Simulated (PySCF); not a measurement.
AlBr3: core ionisation energies

Species: AlBr3.
Bonds: Al1–Br2, Al1–Br3, Al1–Br4.

Computed, not measured: delta-SCF UKS SCAN, pcX-2 on the ionised atom, pcseg-1 elsewhere, spin-free X2C in PySCF 2.14.0. Vertical ΔSCF values, vacuum level as zero.

**Question.** List the computed XPS lines with their assignment.

**Answer.** 
```csv
atom(s),bonded to,level,binding energy (eV),count
Al1,3 Br,Al 1s,1569.28,1
```

**Question.** Which photon energy gives electrons from Al 1s of Al1 a kinetic energy of 150 eV, and what is their de Broglie wavelength?

**Answer.** hν = 1569.28 + 150 = 1719.28 eV, recoil neglected; λ = 12.264 Å/√(E/eV) = 1.00 Å.

**Question.** Express the binding energy of Al 1s of Al1 in atomic units and per mole.

**Answer.** 1569.28 eV = 57.6700 Eh = 151412 kJ/mol.

No level of bromine is listed. Geometry: PBE0-D3(BJ)/def2-SVP; no solvent, vibrations or thermal averaging.

Hardware: one thread of an Arm Neoverse V1, on a shared host. Cost: 5.9 s of wall time.
